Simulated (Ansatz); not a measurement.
A nudged elastic band was laid between two geometries of CH4O + H6Si2 (14 atoms, charge 0, multiplicity 1).

The calculation used RKS PBE0-D4/cc-pVDZ (Ansatz).

```
movable images  : 7
climbing image  : yes
spring          : 5.0 eV/Å²
optimiser       : quadratic models (default)
start path      : through a guess of the saddle point
force threshold : 0.05 eV/Å
iteration limit : 60
end points      : relaxed
```

First end point:

```xyz
14
Properties=species:S:1:pos:R:3
Si -1.685 -0.459 0.531
Si 0.290 -0.972 1.694
H -1.560 -0.755 -0.931
H -2.124 0.950 0.767
H -2.743 -1.372 1.089
H 0.927 1.659 -0.079
O 0.284 1.464 -0.772
C 0.972 0.828 -1.826
H 0.116 -0.690 3.158
H 1.474 -0.178 1.218
H 0.628 -2.427 1.542
H 0.232 0.607 -2.608
H 1.436 -0.128 -1.516
H 1.755 1.472 -2.267
```

Last end point:

```xyz
14
Properties=species:S:1:pos:R:3
Si -1.532 0.005 -0.514
Si 1.153 -0.973 2.421
H -1.260 -1.411 -0.935
H -2.737 0.500 -1.264
H -1.764 0.082 0.959
H 1.345 -0.079 1.237
O -0.198 0.991 -0.817
C 0.318 1.140 -2.119
H 0.390 -0.246 3.485
H 2.485 -1.392 2.965
H 0.384 -2.192 2.008
H -0.427 1.573 -2.814
H 0.665 0.178 -2.541
H 1.179 1.824 -2.070
```

Question: Which bonds break or form, and what moves?

Answer: Bonds broken: Si1–Si2, H6–O7. Bonds formed: Si1–O7, Si2–H6. CH4O + H6Si2 becomes CH6OSi + H4Si.

Question: What energy profile does the band end with?

Answer: It converged. The highest image is number 4 of 0 to 8, 159.6 kJ/mol above the first end and 192.9 kJ/mol above the last; the last end lies 33.3 kJ/mol below the first. Neighbouring images differ by up to 1.4 eV, so the band resolves the path poorly. A vibrational analysis at the climbing image gives one clearly imaginary mode, 508i cm⁻¹: a first-order saddle point. The orbitals stay closed-shell, which can raise the energy where a bond breaks towards radicals; this wasn't checked here.

```
image  path coordinate (Å)  energy (kJ/mol)  Si1–Si2 (Å)  H6–O7 (Å)  Si1–O7 (Å)
    0                 0.00              0.0         2.35       0.97        3.04
    1                 1.40              1.2         2.35       0.96        3.07
    2                 2.80              4.1         2.35       0.96        3.00
    3                 4.20             65.4         2.40       0.97        2.46
    4                 5.59            159.6         2.85       1.07        1.88
    5                 6.41             22.7         3.21       1.77        1.72
    6                 7.23            -27.8         3.70       2.30        1.69
    7                 8.05            -33.2         4.06       2.68        1.69
    8                 8.87            -33.3         4.10       2.78        1.69
```

Question: What is the geometry of the highest image?

Answer: 
```xyz
14
Properties=species:S:1:pos:R:3
Si -1.325 -0.270 -0.080
Si 0.677 -0.901 1.843
H -1.069 -1.640 -0.615
H -2.185 0.421 -1.115
H -2.121 -0.202 1.183
H 0.650 0.451 0.283
O 0.051 0.965 -0.443
C 0.589 1.162 -1.765
H 0.473 -0.159 3.143
H 2.149 -1.260 1.812
H -0.032 -2.223 2.024
H -0.250 1.355 -2.444
H 1.140 0.267 -2.091
H 1.253 2.034 -1.736
```

Run time: 7.9 min on 2 threads of Intel(R) Xeon(R) Platinum 8559C (Emerald Rapids), with other jobs on the host, peak memory 0.29 GiB.
